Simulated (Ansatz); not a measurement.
Species: sum formula SOF2 (charge -1, doublet). 
Coordinates optimised at B3LYP-D3(BJ)/def2-TZVP (Ansatz, a first-principles code):
```
S
O 1 1.4785
F 1 1.8814 2 97.35
F 1 1.8814 2 97.35 3 -180.00
```
Charge -1, spin multiplicity 2.

Parts of the frozen-core correlation energy in 6-31G (Ansatz, hartree). Frozen orbitals: 8; correlated occupied orbitals by spin: 14 and 13; virtual: 18 and 19. UHF or UKS for open shells. No spin-orbit coupling. Non-relativistic.

```csv
term,value
reference (HF),-671.03757
MP2 opposite-spin,…
MP2 same-spin,…
CCSD correlation,-0.44207
(T),…
T1 diagnostic,0.028
largest doubles amplitude,0.086
<S^2> of the reference,0.762
```

Some entries are withheld; supply them.


- MP2 opposite-spin, value: -0.31586
- MP2 same-spin, value: -0.12232
- (T), value: -0.00983
